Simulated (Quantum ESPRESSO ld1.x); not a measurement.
Se5+, 29 electrons, occupied as [Ar] 3d10 4s1 (the NIST ground configuration).

All-electron calculation, scalar-relativistic Kohn-Sham, LDA (Slater exchange, VWN5 correlation), spin-polarised, spherical densities, point nucleus; open shells are filled with parallel spins first. Program: ld1.x of Quantum ESPRESSO 7.5.

Energy parts (eV):
total: -65862.81
kinetic: 67190.28
electron-nucleus: -156850.62
Hartree: 26047.85
exchange-correlation: -2250.33

Orbitals (lengths in bohr, moments of r in powers of bohr; r(max) is where P^2 peaks; r(90%) holds 90 % of the orbital's charge):
1s up: occ. 1; eigenvalue (eV) -12555.0; <r^2> 0.002623; r(max) 0.029; r(90%) 0.0789; <r> 0.04414
1s down: occ. 1; eigenvalue (eV) -12554.9; <r^2> 0.002623; r(max) 0.029; r(90%) 0.0789; <r> 0.04414
2s up: occ. 1; eigenvalue (eV) -1674.57; <r^2> 0.04540; r(max) 0.164; r(90%) 0.303; <r> 0.1962
2s down: occ. 1; eigenvalue (eV) -1674.48; <r^2> 0.04540; r(max) 0.164; r(90%) 0.303; <r> 0.1962
2p up: occ. 3; eigenvalue (eV) -1482.96; <r^2> 0.03590; r(max) 0.131; r(90%) 0.280; <r> 0.1712
2p down: occ. 3; eigenvalue (eV) -1482.87; <r^2> 0.03590; r(max) 0.131; r(90%) 0.280; <r> 0.1712
3s up: occ. 1; eigenvalue (eV) -281.798; <r^2> 0.3797; r(max) 0.503; r(90%) 0.856; <r> 0.5743
3s down: occ. 1; eigenvalue (eV) -281.609; <r^2> 0.3790; r(max) 0.503; r(90%) 0.856; <r> 0.5739
3p up: occ. 3; eigenvalue (eV) -221.781; <r^2> 0.4062; r(max) 0.499; r(90%) 0.901; <r> 0.5886
3p down: occ. 3; eigenvalue (eV) -221.562; <r^2> 0.4050; r(max) 0.499; r(90%) 0.899; <r> 0.5878
3d up: occ. 5; eigenvalue (eV) -122.155; <r^2> 0.4776; r(max) 0.450; r(90%) 1.03; <r> 0.6208
3d down: occ. 5; eigenvalue (eV) -121.834; <r^2> 0.4721; r(max) 0.450; r(90%) 1.02; <r> 0.6178
4s up: occ. 1; eigenvalue (eV) -76.8397; <r^2> 2.635; r(max) 1.39; r(90%) 2.21; <r> 1.531
4s down: occ. 0; eigenvalue (eV) -74.8179; <r^2> 2.643; r(max) 1.38; r(90%) 2.22; <r> 1.532

The highest occupied level is 4s up at -76.840 eV. For comparison, the ionisation energy in NIST's Atomic Spectra Database is 81.83 eV (measured). In exact Kohn-Sham theory the highest level is minus the ionisation energy, but local and semilocal functionals leave it too shallow, through self-interaction and a potential that decays too fast; potentials with the right tail come closer.
